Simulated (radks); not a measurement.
Isoelectronic series with 13 electrons, each ion in its NIST ground configuration. Calculated with a radial shooting solver on a logarithmic mesh with Libxc functionals: scalar-relativistic Kohn-Sham, SCAN, spin-unpolarised, spherical densities, finite nucleus; meta-GGA in the generalised Kohn-Sham scheme; Fermi nuclear charge, rms radius of each element as measured or else 0.836 A^(1/3) + 0.57 fm. Total energies (hartree) and orbital eigenvalues (eV):

ion   configuration  E (hartree)         3p         3s
Al     [Ne] 3s2 3p1   -242.81860    -2.6523    -7.9966
Si+    [Ne] 3s2 3p1   -289.70190   -11.5808   -19.3848
P2+    [Ne] 3s2 3p1   -341.00635   -24.1746   -34.3966
S3+    [Ne] 3s2 3p1   -396.72315   -40.1427   -52.7648
Cl4+   [Ne] 3s2 3p1   -456.85517   -59.3597   -74.3778
Ar5+   [Ne] 3s2 3p1   -521.40570   -81.7588   -99.1791
K6+    [Ne] 3s2 3p1   -590.38126  -107.3017  -127.1373
Ca7+   [Ne] 3s2 3p1   -663.79111  -135.9635  -158.2367
Sc8+   [Ne] 3s2 3p1   -741.64489  -167.7312  -192.4628
Ti9+   [Ne] 3s2 3p1   -823.95167  -202.5903  -229.8161
